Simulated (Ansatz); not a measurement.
## triplet O: levels of theory in one basis

A single O atom.

Basis set: def2-SVP (spherical functions). Frozen core: 1 orbital. Correlation on ROHF uses semicanonical orbitals with singles. Charge 0, multiplicity 3.

Computed with Ansatz (development build ahead of 0.2.0); each method stands on the lowest determinant of its kind that the runs found.

```
      method  E − E(ROHF) (eV)  <S²> of the determinant
        ROHF              0.00                     2.00
         UHF             -0.14                     2.01
    ROHF-MP2             -2.89                        –
     UHF-MP2             -2.89                     2.01
   ROHF-CCSD             -3.31                        –
    UHF-CCSD             -3.31                     2.01
ROHF-CCSD(T)             -3.33                        –
 UHF-CCSD(T)             -3.33                     2.01
  ROHF-CCSDT             -3.33                        –
   UHF-CCSDT             -3.33                     2.01
UHF-CCSDT(Q)             -3.34                     2.01
```

(1) Is a single determinant a sound starting point here?

Answers

(1) By this sign, yes. Unrestricted orbitals gain 0.14 eV and <S²> is 2.01 against 2.00 for a pure state.
